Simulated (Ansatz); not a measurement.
Species: TeF$_{3}$, net charge 0, doublet state. It need not be the lowest isomer of its formula. SMILES: F[Te](F)F
Geometry: optimised at B3LYP-D3(BJ)/def2-TZVP (Ansatz, a first-principles code).

Quantity: vertical ionisation energy (to the singlet state of charge +1; each state is the SCF solution reached for its spin; for the singlet the Hartree-Fock reference is unstable and T1 is 0.029), in eV. Valence correlation only, unless marked. Open shells are spin-unrestricted. No spin-orbit coupling. Frozen are the shells of the preceding noble gas and the d and f shells that filled before the atom's block. Past Kr the def2 sets carry scalar-relativistic core potentials. CBS(X,Y): correlation extrapolated as X^-3; Hartree-Fock from the larger set. The bracket is a focal-point correction in the basis named.

```json
[
 {"level": "HF/def2-SVPD", "program": "Ansatz", "vertical ionisation energy (eV)": "11.29"},
 {"level": "HF/def2-QZVPPD", "program": "Ansatz", "vertical ionisation energy (eV)": "11.13"}
]
```

Q: What does RI-MP2/CBS(def2-TZVPPD,def2-QZVPPD)+[CCSD(T)-MP2]/def2-SVPD (Ansatz) give?

A: 10.68 eV, so HF/def2-QZVPPD differs from it by 0.45 eV.
